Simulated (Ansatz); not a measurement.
This geometry of CH9GeNOSn (14 atoms, charge 0, multiplicity 1) is a first-order saddle point.

Method: Ansatz, RHF/def2-SVP.

```xyz
14
Properties=species:S:1:pos:R:3
C -1.552 0.822 1.221
N -0.357 0.114 1.611
Sn 1.393 0.034 0.590
Ge 0.946 -0.969 -1.820
O -0.299 -0.009 -2.650
H -2.066 0.358 0.369
H -1.358 1.865 0.948
H -2.269 0.843 2.044
H -0.397 -0.301 2.519
H 2.415 -0.966 1.533
H 2.069 1.608 0.476
H 0.472 -2.432 -1.736
H 2.176 -0.884 -2.728
H -1.188 -0.114 -2.349
```

Problem. Which two structures does it join? (They come from a converged band through this point; their orientation in space is the band's.)

Solution. No bond is made or broken. The dihedral H8–C1–N2–Sn3 goes from 158 to -81°. The two ends are copies of one structure, up to a mirror image or an exchange of like atoms.

Initial state:

```xyz
14
Properties=species:S:1:pos:R:3
C -1.534 0.774 1.280
N -0.349 0.047 1.685
Sn 1.384 0.034 0.626
Ge 0.832 -0.964 -1.748
O -0.503 0.048 -2.351
H -1.671 0.698 0.200
H -1.511 1.843 1.529
H -2.427 0.348 1.746
H -0.242 0.014 2.681
H 2.463 -0.959 1.512
H 2.070 1.604 0.474
H 0.363 -2.428 -1.693
H 2.008 -0.881 -2.739
H -0.897 -0.207 -3.171
```

Final state:

```xyz
14
Properties=species:S:1:pos:R:3
C -1.563 0.719 1.276
N -0.384 -0.019 1.678
Sn 1.371 0.014 0.656
Ge 0.874 -0.889 -1.768
O -0.467 0.126 -2.350
H -2.464 0.274 1.709
H -1.679 0.682 0.192
H -1.550 1.778 1.565
H -0.297 -0.088 2.674
H 2.434 -1.013 1.522
H 2.057 1.589 0.581
H 0.430 -2.362 -1.786
H 2.066 -0.743 -2.733
H -0.842 -0.097 -3.188
```

Problem. How far does it lie above each of them?

Solution. 0.101 eV above the first and 0.101 eV above the second. This is the barrier of this one path; another mechanism may lie lower.

Time of the run: 3.5 min on 2 threads of Intel(R) Xeon(R) 6975P-C (Granite Rapids), on a shared host, peak memory 0.47 GiB.
